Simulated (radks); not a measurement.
Results of a calculation; reference values are marked as such.
The nuclear charge of neutral selenium is varied continuously with 34 electrons held in [Ar] 3d10 4s2 4p4. Code: a radial shooting solver on a logarithmic mesh with Libxc functionals. Model: scalar-relativistic Kohn-Sham, PBE, spin-polarised, spherical densities, point nucleus; open shells are filled with parallel spins first. By the Hellmann-Feynman theorem dE/dZ = E(electron-nucleus)/Z, the electronic potential at the nucleus. The scalar-relativistic energy here is not variational (the density holds large components alone), so the two differ by a part that grows with Z.

| Z | E (hartree) | E(electron-nucleus)/Z (hartree) | HOMO | e(HOMO) (eV) | <r> HOMO (bohr) |
|---|---|---|---|---|---|
| 33.8 | -2395.61880 | -170.928 | 4p | -3.800 | 2.451 |
| 33.9 | -2412.77048 | -171.615 | 4p | -4.685 | 2.395 |
| 34 | -2429.99112 | -172.302 | 4p | -5.605 | 2.344 |
| 34.1 | -2447.28069 | -172.988 | 4p | -6.556 | 2.296 |
| 34.2 | -2464.63916 | -173.674 | 4p | -7.539 | 2.252 |
| 34.3 | -2482.06649 | -174.360 | 4p | -8.551 | 2.211 |
| 34.4 | -2499.56265 | -175.046 | 4p | -9.593 | 2.172 |
| 34.5 | -2517.12764 | -175.731 | 4p | -10.664 | 2.135 |
| 34.6 | -2534.76141 | -176.416 | 4p | -11.762 | 2.101 |
| 34.7 | -2552.46397 | -177.101 | 4p | -12.887 | 2.068 |
| 34.8 | -2570.23529 | -177.786 | 4p | -14.039 | 2.037 |
| 34.9 | -2588.07537 | -178.471 | 4p | -15.217 | 2.007 |
| 35 | -2605.98419 | -179.155 | 4p | -16.421 | 1.979 |

The central difference of E at Z = 34 is -172.551 hartree, to compare with the third column; the second derivative is -6.89 hartree.
